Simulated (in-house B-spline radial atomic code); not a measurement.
The numbers below are computed, except where a source is named.
## Building a PAW s channel for Mg, r_c = 2.68 bohr

Mg, [Ne] 3s2, non-relativistic LDA (VWN5), spherical and spin-unpolarised, from a B-spline radial code for spherical atoms (atomic units; all potentials screened as in the neutral atom).

Two all-electron partial waves φ1, φ2 are integrated outwards at E1 = ε(3s) = -0.175427 and E2 = E1 + 1 hartree; φ1 is the bound orbital and φ2 has unit norm inside r_c = 2.6846 bohr. Smooth partners are polynomials, r^1(a0 + a1 r² + a2 r⁴ + a3 r⁶), matched to φ and three derivatives at r_c, with no condition on the norm. The local potential is -1.73488 + (0.49503) r² + (-0.0658738) r⁴ + (0.00331315) r⁶ inside 2.2446 bohr and the all-electron one outside.

```tsv
wave	φ(r_c)	φ'(r_c)	a0	a1	a2	a3
1	0.5939209	-0.04062321	0.3418277	-0.01042025	-0.001552877	9.393405e-05
2	0.2840241	1.636459	-1.601202	0.3872015	-0.0235948	0.0003792104
```

Inside r_c the overlaps are <φi φj> = [[0.41209, -0.49173], [-0.49173, 1.00000]] and, for the smooth waves, [[0.49112, -0.80339], [-0.80339, 2.18804]]. With χj = (Ej − T − V_local) applied to smooth wave j, the program's quadrature gives the matrix B_ij = <smooth i, χj> as [[0.16951, -0.81169], [-0.50004, 2.48389]].

Task: Check the match of the first wave, and find the augmentation charges q_ij.

Result: At r_c the four terms are 0.91767, -0.20161, -0.21654, 0.09440, which sum to 0.5939, φ1(r_c) to rounding. q_ij is the all-electron overlap less the smooth one: [[-0.07903, 0.31166], [0.31166, -1.18804]]. The smooth first wave has a norm of 0.4911 inside r_c against 0.4121, so q11 is negative and must stay small enough for the overlap operator to be positive.

Task: B isn't symmetric. Show that D_ij = B_ij + Ej q_ij is.

Result: Integrating by parts gives B12 − B21 = (E1 − E2) q12: -0.81169 − (-0.50004) = -0.31166, and −1 × (0.31166) = -0.31166. So D12 = -0.81169 + (0.824573)(0.31166) = -0.55471 and D21 = -0.50004 + (-0.175427)(0.31166) = -0.55471; D11 = 0.18338, D22 = 1.50426. The projectors, p = (B⁻¹)ᵀ χ, are dual to the smooth waves; det B = 0.015.

Solving (T + V_local + Σ p D p) ψ = E (1 + Σ p q p) ψ in a sphere of 9 bohr, whose wall lifts the free-atom level a little, gives these levels:

| all-electron | one projector | two projectors |
| --- | --- | --- |
| -0.174691 | -0.174691 | -0.174691 |
| 0.091399 | 0.089706 | 0.091387 |
| 0.431077 | 0.413467 | 0.431049 |
| 0.921993 | 0.819473 | 0.921986 |
| 1.555010 | 1.250480 | 1.553680 |

Task: What does the second projector gain?

Result: With one projector the errors are 0.00, -1.69, -17.61, -102.52 millihartree, and the level at 1.2505 is out of step with the all-electron series: an extra state, or one far too low, so the pairing ends there. With two the errors are 0.00, -0.01, -0.03, -0.01, -1.33 millihartree. The scattering is exact at E1 and at E2 = 0.825, and over all levels compared the largest error is 1.3 millihartree. The lowest eigenvalue of the overlap operator is 0.67 with one and 0.1303 with two projectors. The smooth orbital alone needs a cutoff of 1.34 hartree for 1 millihartree of kinetic energy, against 3.38 for a norm-conserving Troullier-Martins orbital of the same radius; part of the gain comes from giving up the norm, part from the simpler form.
